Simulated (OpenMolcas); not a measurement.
V2+: ligand-field states by method

V2+ with 6 ligands (fluoride) in octahedral coordination (Oh) at 2.1 Å. A charge of +0.667 e stands 2.4 Å behind each ligand. Ligand basis ANO-RCC-VDZP.
```
V     0.0000    0.0000    0.0000
F     2.1000    0.0000    0.0000
F     0.0000    2.1000    0.0000
F    -2.1000    0.0000    0.0000
F     0.0000   -2.1000    0.0000
F     0.0000    0.0000    2.1000
F     0.0000    0.0000   -2.1000
```

```
Program             : OpenMolcas
Basis               : ANO-RCC-VTZP [6s5p3d2f1g]
Scalar Hamiltonian  : DKH2, point nucleus
Active space        : 3 electrons in 5 orbitals (3d)
State averaging     : 2S+1 = 4 even, 10 roots; 2S+1 = 2 even, 40 roots
Spin-orbit coupling : state interaction with AMFI integrals over the reference wave functions
```

I. CASSCF
II. SS-CASPT2, IPEA 0.25 Eh, imaginary shift 0.1 Eh (closed shells correlated: 3s 3p and the ligand valence shells)
III. SS-CASPT2, IPEA 0.25 Eh, real shift 0.3 Eh (closed shells correlated: 3s 3p and the ligand valence shells)

Spin-free states (labels of O, the rotations of Oh) in cm-1, each column counted from its own energy of the first state listed:

| State | Degeneracy | I | II | III |
| --- | --- | --- | --- | --- |
| 4A2 | 1 | 0 | 0 | 0 |
| 4T2 | 3 | 9298 | 9700 | 9700 |
| 4T1 | 3 | 15491 | 14650 | 14710 |
| 2E | 2 | 16742 | 13050 | 13130 |
| 2T1 | 3 | 17565 | 13860 | 13930 |
| 2T2 | 3 | 22891 | 17940 | 18080 |
| 2A1 | 1 | 23602 | 19290 | 19580 |
| 2T2 | 3 | 26493 | 23140 | 23250 |
| 4T1 | 3 | 26961 | 23990 | 24040 |
| 2T1 | 3 | 27224 | 23650 | 23780 |
| 2E | 2 | 29041 | 24540 | 24340 |
| 2T1 | 3 | 32257 | 27700 | 27830 |
| 2T1 | 3 | 36541 | 34160 | 34230 |
| 2T2 | 3 | 37053 | 33800 | 33860 |
| 2A2 | 1 | 42237 | 35080 | 35200 |
| 2T2 | 3 | 43229 | 36220 | 36340 |
| 2E | 2 | 43430 | 40080 | 40180 |
| 2T1 | 3 | 47794 | 41850 | 41940 |
| 2E | 2 | 63882 | 53520 | 53810 |
| 2T2 | 3 | 66687 | 57940 | 58100 |

From I to II, I's first state of the same spin (4T2) moves from 9298 to 9700 cm-1, by about +400 cm-1.

From I to II, I's first state of another spin (2E) moves from 16742 to 13050 cm-1, by about -3700 cm-1.

I: A least-squares ligand-field fit to the states below 45000 cm-1, each weighted by its degeneracy and with a free common offset, gives 10Dq = 9632 cm-1, B = 937 cm-1 and C = 3545 cm-1 (C/B = 3.78), with an rms deviation of 134 cm-1. The same method and metal basis give the free ion B = 959 cm-1 (fit to its terms below 60000 cm-1, rms deviation 74 cm-1), so the nephelauxetic ratio is β = 937 / 959 = 0.98; it hangs on how both fits weigh the states, and computed free-ion B values tend to be too large, so β mixes covalency with correlation.

χT at 300 K: I 1.85, II 1.85, III 1.85 cm3 K/mol.

Roots that are degenerate in the reference are averaged as groups; the widest CASPT2 spread within a group is 220 cm-1 (the 3-fold group of multiplicity 4 near 24000 cm-1 above the lowest state of its run, II). Shifts and gaps below about the spread of the groups concerned are not significant. Over all roots computed the reference weight is 0.70 to 0.71 in II, 0.74 to 0.75 in III; a low but even weight reflects the number of correlated electrons. Ligand-to-metal charge-transfer states are missing. With no ligand orbital active B as a rule stays too high, so bands that hang on it stand too high and its fall with covalency is understated. Without dynamic correlation the repulsion within the d shell is too large (B by tens of per cent), so at a given field states of lower spin stand too high (holds for I). With metal d orbitals alone and no dynamic correlation the field as a rule comes out too small, by tens of per cent, by up to half for chloride and softer ligands (holds for I). These CASPT2 states fit no ligand-field parameters well, so their order and spin gaps are uncertain (holds for II; III). With one d shell and no ligand orbital active, 10Dq can be off by tens of per cent for divalent 3d ions, low with halides held by bare charges and at times high in hosts (holds for II; III). Free-ion shares, where given, are those of the reference states; single-state CASPT2 does not remix them (holds for II; III). No measured value stands beside these numbers; the geometry is a model, was not optimised and need not be the one that this ion takes.
